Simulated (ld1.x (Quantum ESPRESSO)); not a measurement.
# PBEsol ultrasoft dataset for I, scalar-relativistic all-electron reference.

Input for ld1.x (Quantum ESPRESSO) 7.5:

```
&input
   title='I', zed=53., rel=1, dft='PBESOL', iswitch=3,
   config='[Kr] 4d10 5s2 5p5',
   nld=3, rlderiv=2.05, eminld=-6.0, emaxld=5.0, deld=0.02
 /
 &inputp
   pseudotype=3, tm=.true., lloc=-2, rcloc=1.10,
   nlcc=.true., new_core_ps=.true., rcore=0.85,
   which_augfun='PSQ', rmatch_augfun_nc=.true.,
   file_pseudopw='I.UPF', file_wfcaegen='ae.wfc', file_wfcncgen='nc.wfc', file_beta='beta', file_chi='chi', file_wfcusgen='us.wfc'
 /
6
5S  1  0   2.00   0.00  1.30  1.85  0.0
5S  1  0   0.00  -0.90  1.30  1.85  0.0
5P  2  1   5.00   0.00  1.70  1.90  0.0
5P  2  1   0.00   0.95  1.70  1.90  0.0
4D  3  2  10.00   0.00  1.15  1.40  0.0
4D  3  2   0.00  -1.35  1.15  1.40  0.0
 &test
   configts(1)='4d10 5s2 5p5'
 /
```

Command:

```bash
ld1.x < I.in > I.out
```

The program printed (shortened: banner, matrices, multipoles, cross overlaps and the repeated all-electron block are left out):

```
Program LD1 v.7.5
     --------------------------- All-electron run ----------------------------

     I
     scalar relativistic calculation

     atomic number is 53.00
     dft =PBESOL   lsd =0 sic =0 latt =0  beta=0.20 tr2=1.0E-14
     Exchange-correlation= PBESOL
                           (   1   4  10   8   0   0   0)
     mesh =1247 r(mesh) =  99.95380 a.u. xmin = -7.00 dx = 0.01250
     1 Ry =  13.60569312 eV, c = 137.03599908

     n l     nl                  e(Ry)          e(Ha)          e(eV)
     1 0     1S 1( 2.00)     -2423.1522     -1211.5761    -32968.6655
     2 0     2S 1( 2.00)      -374.4034      -187.2017     -5094.0174
     2 1     2P 1( 6.00)      -336.0910      -168.0455     -4572.7508
     3 0     3S 1( 2.00)       -75.5480       -37.7740     -1027.8832
     3 1     3P 1( 6.00)       -63.1349       -31.5674      -858.9936
     4 0     4S 1( 2.00)       -13.2540        -6.6270      -180.3301
     4 1     4P 1( 6.00)        -9.3621        -4.6811      -127.3785
     3 2     3D 1(10.00)       -44.5332       -22.2666      -605.9049
     4 2     4D 1(10.00)        -3.6904        -1.8452       -50.2098
     5 0     5S 1( 2.00)        -1.2824        -0.6412       -17.4481
     5 1     5P 1( 5.00)        -0.5217        -0.2608        -7.0974

     final scf error:  6.9E-15 reached in  24 iterations

     Etot =  -14226.855743 Ry,   -7113.427871 Ha, -193566.233338 eV

     Ekin =   14932.528507 Ry,    7466.264254 Ha,  203167.400422 eV
     Encl =  -34430.723132 Ry,  -17215.361566 Ha, -468453.852935 eV
     Eh   =    5627.370299 Ry,    2813.685150 Ha,   76564.273384 eV
     Exc  =    -356.031418 Ry,    -178.015709 Ha,   -4844.054210 eV

     normalization and overlap integrals

     s(1S/1S) =  1.000000  <r> =   0.0272  <r2> =    0.0010  r(max) =   0.0175
     s(2S/2S) =  1.000000  <r> =   0.1172  <r2> =    0.0162  r(max) =   0.0995
     s(2P/2P) =  1.000000  <r> =   0.1025  <r2> =    0.0128  r(max) =   0.0794
     s(3S/3S) =  1.000000  <r> =   0.3143  <r2> =    0.1129  r(max) =   0.2843
     s(3P/3P) =  1.000000  <r> =   0.3123  <r2> =    0.1131  r(max) =   0.2807
     s(4S/4S) =  1.000000  <r> =   0.7401  <r2> =    0.6189  r(max) =   0.6820
     s(4P/4P) =  1.000000  <r> =   0.7922  <r2> =    0.7153  r(max) =   0.7169
     s(3D/3D) =  1.000000  <r> =   0.2887  <r2> =    0.0986  r(max) =   0.2327
     s(4D/4D) =  1.000000  <r> =   0.9219  <r2> =    0.9959  r(max) =   0.7825
     s(5S/5S) =  1.000000  <r> =   1.9635  <r2> =    4.3733  r(max) =   1.6984
     s(5P/5P) =  1.000000  <r> =   2.4695  <r2> =    7.0537  r(max) =   2.0233

     ------------------------ End of All-electron run ------------------------

     --------------------- Generating US pseudopotential ---------------------

      Generating local potential from pseudized AE potential:
      Matching radius rcloc =   1.1000
      Enforcing V''(0)=0 (lloc=-2)

      Local pseudo, rcloc= 1.110 Estimated cut-off energy=    25.54 Ry

      Computing core charge for nlcc:

       r > 0.85 : true rho core
      Core charge pseudized with two Bessel functions
      Integrated core pseudo-charge :  12.43
      Wfc-us  5S rcutus= 1.831  Estimated cut-off energy=    13.69 Ry
      Wfc-us  5S rcutus= 1.831  Estimated cut-off energy=    14.28 Ry
      Wfc-us  5P rcutus= 1.877  Estimated cut-off energy=    20.83 Ry
      Wfc-us  5P rcutus= 1.877  Estimated cut-off energy=    23.06 Ry
      Wfc-us  4D rcutus= 1.391  Estimated cut-off energy=    62.10 Ry
      Wfc-us  4D rcutus= 1.391  Estimated cut-off energy=    95.45 Ry

     Q pseudized with Bessel functions
     Expected ecutrho=     321.3572 due to l1=  2   l2=  2

     ------------------- End of pseudopotential generation -------------------

     Computing logarithmic derivative in   2.06159
     Computing logarithmic derivative in   2.06159
     Computing the partial wave expansion
     R is outside the sphere for l=    0 j= 0.00
     R is outside the sphere for l=    0 j= 0.00
     R is outside the sphere for l=    1 j= 0.00
     R is outside the sphere for l=    1 j= 0.00
     R is outside the sphere for l=    2 j= 0.00
     R is outside the sphere for l=    2 j= 0.00

     ---------------------- Testing the pseudopotential ----------------------

     I
     scalar relativistic calculation

     atomic number is 53.00   valence charge is 17.00
     dft =PBESOL   lsd =0 sic =0 latt =0  beta=0.20 tr2=1.0E-14
     mesh =1247 r(mesh) =  99.95380 xmin = -7.00 dx = 0.01250

     n l     nl             e AE (Ry)        e PS (Ry)    De AE-PS (Ry)
     3 2     4D   1(10.00)       -3.69035       -3.69036        0.00001
     1 0     5S   1( 2.00)       -1.28241       -1.28242        0.00001
     2 1     5P   1( 5.00)       -0.52165       -0.52165        0.00000

     eps = 4.2E-16  iter =  4

     Etot =  -14226.855743 Ry,   -7113.427871 Ha, -193566.233338 eV
     Etotps =  -252.942123 Ry,    -126.471062 Ha,   -3441.452906 eV

     Ekin =      80.737793 Ry,      40.368896 Ha,    1098.493631 eV
     Encl =    -495.209720 Ry,    -247.604860 Ha,   -6737.671483 eV
     Ehrt =     185.691581 Ry,      92.845791 Ha,    2526.462671 eV
     Ecxc =     -59.875101 Ry,     -29.937551 Ha,    -814.642251 eV
     (Ecc =     -29.098748 Ry,     -14.549374 Ha,    -395.908637 eV)
     Epseu=      35.713324 Ry,      17.856662 Ha,     485.904527 eV

     ---------------------- End of pseudopotential test ----------------------
```

Note: ghost state, extra bound levels that the all-electron valence spectrum of the same l lacks: s at -52.6 eV. A true bound ghost makes a file unfit for plane-wave use.

Generation and configuration tests took about 2.2 s on one core of a shared server CPU.

Transferability test of the new file with ld1.x, input:

```
&input
   title='I', zed=53., rel=1, dft='PBESOL', iswitch=2,
   config='[Kr] 4d10 5s2 5p5'
 /
 &test
   file_pseudo='I.UPF', nconf=8,
   configts(1)='4d10 5s2 5p5',
   configts(2)='4d10 5s2 5p4',
   configts(3)='4d10 5s2 5p3',
   configts(4)='4d10 5s2 5p2',
   configts(5)='4d10 5s1 5p6',
   configts(6)='4d9 5s2 5p5',
   configts(7)='4d10 5s1 5p5',
   configts(8)='4d10 5s2 5p1'
 /
```

```bash
ld1.x < I.test.in > I.test.out
```

Pseudopotential blocks of its output, shortened (energy terms left out):

```
     ---------------------- Testing the pseudopotential ----------------------

     n l     nl             e AE (Ry)        e PS (Ry)    De AE-PS (Ry)
     3 2     4D   1(10.00)       -3.69035       -3.69036        0.00001
     1 0     5S   1( 2.00)       -1.28241       -1.28242        0.00001
     2 1     5P   1( 5.00)       -0.52165       -0.52165        0.00000

     eps = 4.1E-16  iter =  4

     Etot =  -14226.855743 Ry,   -7113.427871 Ha, -193566.233339 eV
     Etotps =  -252.942123 Ry,    -126.471062 Ha,   -3441.452906 eV

     ---------------------- End of pseudopotential test ----------------------

          ---------------------- Testing the pseudopotential ----------------------

     n l     nl             e AE (Ry)        e PS (Ry)    De AE-PS (Ry)
     3 2     4D   1(10.00)       -4.39184       -4.39328        0.00145
     1 0     5S   1( 2.00)       -1.93353       -1.93377        0.00024
     2 1     5P   1( 4.00)       -1.13018       -1.13026        0.00008

     eps = 7.0E-15  iter =  9

     Etot =  -14226.036179 Ry,   -7113.018090 Ha, -193555.082609 eV
     Etotps =  -252.122306 Ry,    -126.061153 Ha,   -3430.298727 eV
     dEtot_ae =       0.819563 Ry
     dEtot_ps =       0.819817 Ry,   Delta E=      -0.000254 Ry

     ---------------------- End of pseudopotential test ----------------------

          ---------------------- Testing the pseudopotential ----------------------

     n l     nl             e AE (Ry)        e PS (Ry)    De AE-PS (Ry)
     3 2     4D   1(10.00)       -5.18416       -5.18794        0.00378
     1 0     5S   1( 2.00)       -2.65186       -2.65271        0.00084
     2 1     5P   1( 3.00)       -1.80279       -1.80317        0.00037

     eps = 7.0E-15  iter =  9

     Etot =  -14224.574753 Ry,   -7112.287377 Ha, -193535.198896 eV
     Etotps =  -250.660268 Ry,    -125.330134 Ha,   -3410.406690 eV
     dEtot_ae =       2.280989 Ry
     dEtot_ps =       2.281855 Ry,   Delta E=      -0.000865 Ry

     ---------------------- End of pseudopotential test ----------------------

          ---------------------- Testing the pseudopotential ----------------------

     n l     nl             e AE (Ry)        e PS (Ry)    De AE-PS (Ry)
     3 2     4D   1(10.00)       -6.05132       -6.05852        0.00721  !
     1 0     5S   1( 2.00)       -3.42221       -3.42422        0.00200
     2 1     5P   1( 2.00)       -2.52540       -2.52645        0.00105

     eps = 5.9E-15  iter = 19

     Etot =  -14222.414945 Ry,   -7111.207473 Ha, -193505.813214 eV
     Etotps =  -248.499191 Ry,    -124.249595 Ha,   -3381.003729 eV
     dEtot_ae =       4.440797 Ry
     dEtot_ps =       4.442933 Ry,   Delta E=      -0.002135 Ry

     ---------------------- End of pseudopotential test ----------------------

          ---------------------- Testing the pseudopotential ----------------------

     n l     nl             e AE (Ry)        e PS (Ry)    De AE-PS (Ry)
     3 2     4D   1(10.00)       -3.78644       -3.78341       -0.00303
     1 0     5S   1( 1.00)       -1.33546       -1.33583        0.00037
     2 1     5P   1( 6.00)       -0.56078       -0.56090        0.00012

     eps = 6.3E-15  iter = 12

     Etot =  -14226.087998 Ry,   -7113.043999 Ha, -193555.787637 eV
     Etotps =  -252.174207 Ry,    -126.087103 Ha,   -3431.004871 eV
     dEtot_ae =       0.767745 Ry
     dEtot_ps =       0.767916 Ry,   Delta E=      -0.000171 Ry

     ---------------------- End of pseudopotential test ----------------------

          ---------------------- Testing the pseudopotential ----------------------

     n l     nl             e AE (Ry)        e PS (Ry)    De AE-PS (Ry)
     3 2     4D   1( 9.00)       -4.89000       -4.89438        0.00439
     1 0     5S   1( 2.00)       -2.09185       -2.09040       -0.00145
     2 1     5P   1( 5.00)       -1.23507       -1.23727        0.00220

     eps = 2.7E-15  iter = 12

     Etot =  -14222.579334 Ry,   -7111.289667 Ha, -193508.049836 eV
     Etotps =  -248.661429 Ry,    -124.330715 Ha,   -3383.211098 eV
     dEtot_ae =       4.276409 Ry
     dEtot_ps =       4.280694 Ry,   Delta E=      -0.004285 Ry

     ---------------------- End of pseudopotential test ----------------------

          ---------------------- Testing the pseudopotential ----------------------

     n l     nl             e AE (Ry)        e PS (Ry)    De AE-PS (Ry)
     3 2     4D   1(10.00)       -4.48950       -4.48802       -0.00148
     1 0     5S   1( 1.00)       -1.98869       -1.98946        0.00077
     2 1     5P   1( 5.00)       -1.17356       -1.17389        0.00033

     eps = 9.6E-15  iter = 10

     Etot =  -14225.226941 Ry,   -7112.613471 Ha, -193544.072370 eV
     Etotps =  -251.312719 Ry,    -125.656359 Ha,   -3419.283732 eV
     dEtot_ae =       1.628801 Ry
     dEtot_ps =       1.629404 Ry,   Delta E=      -0.000603 Ry

     ---------------------- End of pseudopotential test ----------------------

          ---------------------- Testing the pseudopotential ----------------------

     n l     nl             e AE (Ry)        e PS (Ry)    De AE-PS (Ry)
     3 2     4D   1(10.00)       -6.98315       -6.99501        0.01186  !
     1 0     5S   1( 2.00)       -4.23395       -4.23785        0.00390
     2 1     5P   1( 1.00)       -3.28763       -3.28985        0.00223

     eps = 1.4E-16  iter = 14

     Etot =  -14219.512137 Ry,   -7109.756068 Ha, -193466.318488 eV
     Etotps =  -245.593972 Ry,    -122.796986 Ha,   -3341.476220 eV
     dEtot_ae =       7.343606 Ry
     dEtot_ps =       7.348151 Ry,   Delta E=      -0.004545 Ry

     ---------------------- End of pseudopotential test ----------------------
```
